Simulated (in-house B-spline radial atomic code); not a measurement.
## Al VII (Al6+): [He] 2s2 2p3

All numbers are computed (non-relativistic PW91, spin-polarised, spherical fractional occupations; point nucleus) with a B-spline radial code for spherical atoms, not measured.

Screening seen three ways: the hydrogenic charge with the same mean radius, Z_r = [3n² - l(l+1)]/(2<r>), the one with the same energy, Z_e = n√(-2ε), and Slater's rules. Values are occupation-weighted means over spin.

```csv
shell,electrons,ε (eV),<r> (bohr),Z_r,Z_e,Slater
1s,2,-1688.5,0.1202,12.48,11.14,12.70
2s,2,-248.91,0.5706,10.52,8.55,9.90
2p,3,-221.8,0.5103,9.80,8.08,9.90
```

The least bound orbital is 2p up at -221.8 eV, while the most diffuse is 2s down (<r> = 0.5756 bohr against 0.5103 bohr): energy order and size order differ.

The density falls to 0.001 bohr⁻³ at 1.621 bohr; Σ<r²> = 1.7661 bohr² gives, by the non-relativistic formula and without the paramagnetism of open shells, a Langevin diamagnetic susceptibility of -1.399×10⁻⁶ cm³/mol.
